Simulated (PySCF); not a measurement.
Partial charges of `C=Cc1pcc(C)pc1C#N`

Species: C₈H₇NP₂.
Geometry (GFN2-xTB, Å), atoms numbered from 1 in this order:
```
atom  x, y, z in Å
C1    -3.1060    1.3933   -1.0474
C2    -2.5567    0.4142   -0.3361
C3    -1.1219    0.2056   -0.1708
P4    -0.0508    1.3744   -0.9307
C5     1.5329    0.8120   -0.5060
C6     1.9436   -0.2727    0.2333
C7     3.4193   -0.4863    0.4293
P8     0.9100   -1.4620    0.9897
C9    -0.7010   -0.8972    0.5771
C10   -1.6776   -1.7551    1.1378
N11   -2.4310   -2.4765    1.6177
H12   -4.1741    1.4927   -1.1319
H13   -2.5099    2.1262   -1.5684
H14   -3.1951   -0.3001    0.1689
H15    2.3219    1.4457   -0.9058
H16    3.6062   -1.3875    1.0112
H17    3.8595    0.3620    0.9533
H18    3.9218   -0.5825   -0.5328
```

Density: PBE0/pcSseg-1 (PySCF); schemes: Mulliken, IAO, Hirshfeld and ESP-fitted. One conformer (not necessarily the lowest) at the GFN2-xTB geometry, without solvent, vibrations or thermal averaging. GFN2-xTB frequencies show an imaginary mode (22i cm⁻¹), so this geometry is no minimum at that level.

Question: At which atom do the 4 schemes differ most?

Answer: At C6: from -0.538 (Mulliken) to +0.293 e (ESP-fitted), 0.831 e apart.

Question: For which atoms does the sign change between the 4 schemes (beyond +0.03 e in one, beyond −0.03 e in another)?

Answer: C3, P4, C6 and P8.

Question: Do the Mulliken, IAO, Hirshfeld and ESP-fitted schemes agree on where the charge is highest?

Answer: The schemes don't all agree: Mulliken P8 (+0.631); IAO P8 (+0.415); Hirshfeld P8 (+0.138); ESP-fitted C10 (+0.477).

Question: What partial charge does each atom carry?

Answer: In e:

| atom | environment | Mulliken | IAO | Hirshfeld | ESP-fitted |
| --- | --- | --- | --- | --- | --- |
| C1 | terminal =CH2 carbon | -0.116 | -0.283 | -0.078 | -0.136 |
| C2 | alkene CH carbon | -0.143 | -0.144 | -0.052 | -0.409 |
| C3 | substituted aromatic carbon | -0.360 | -0.182 | -0.041 | +0.316 |
| P4 | phosphorus bonded to 2 C | +0.538 | +0.396 | +0.136 | -0.075 |
| C5 | aromatic CH carbon | -0.324 | -0.359 | -0.099 | -0.275 |
| C6 | substituted aromatic carbon | -0.538 | -0.180 | -0.036 | +0.293 |
| C7 | benzylic-type carbon | -0.153 | -0.422 | -0.117 | -0.463 |
| P8 | phosphorus bonded to 2 C | +0.631 | +0.415 | +0.138 | -0.100 |
| C9 | substituted aromatic carbon | -0.395 | -0.258 | -0.052 | -0.217 |
| C10 | nitrile carbon | +0.122 | +0.131 | +0.066 | +0.477 |
| N11 | nitrile nitrogen | -0.234 | -0.238 | -0.210 | -0.479 |
| H12 | vinylic hydrogen | +0.130 | +0.166 | +0.059 | +0.140 |
| H13 | vinylic hydrogen | +0.144 | +0.154 | +0.040 | +0.106 |
| H14 | vinylic hydrogen | +0.150 | +0.164 | +0.046 | +0.206 |
| H15 | aromatic hydrogen | +0.133 | +0.163 | +0.049 | +0.190 |
| H16 | methyl hydrogen | +0.126 | +0.153 | +0.045 | +0.154 |
| H17 | methyl hydrogen | +0.145 | +0.161 | +0.053 | +0.135 |
| H18 | methyl hydrogen | +0.144 | +0.161 | +0.053 | +0.136 |

Mean size of the charges over all atoms: Mulliken 0.251 e, ESP-fitted 0.239 e, IAO 0.230 e, Hirshfeld 0.076 e. Each set sums to the total charge, 0, to within 0.001 e. The Mulliken scheme gives each basis function's population to the atom it is centred on and halves the overlap population of two atoms between them.

Question: Sum the charges by element, for elements with more than one atom.

Answer: 
```
element  atoms  Mulliken     IAO  Hirshfeld  ESP-fitted
      C      8    -1.907  -1.697     -0.410      -0.413
      P      2    +1.169  +0.811     +0.274      -0.174
      H      7    +0.972  +1.123     +0.346      +1.067
```

Question: How closely do the schemes follow one another over all atoms?

Answer: Correlation coefficient and root-mean-square difference: IAO with Hirshfeld 0.92, 0.172 e; Mulliken with IAO 0.89, 0.140 e; Mulliken with Hirshfeld 0.81, 0.235 e; Hirshfeld with ESP-fitted 0.60, 0.232 e; IAO with ESP-fitted 0.50, 0.263 e; Mulliken with ESP-fitted 0.18, 0.369 e.

Question: How many electrons does the IAO scheme count on P8?

Answer: Z − q = 15 − (+0.415) ≈ 14.584.
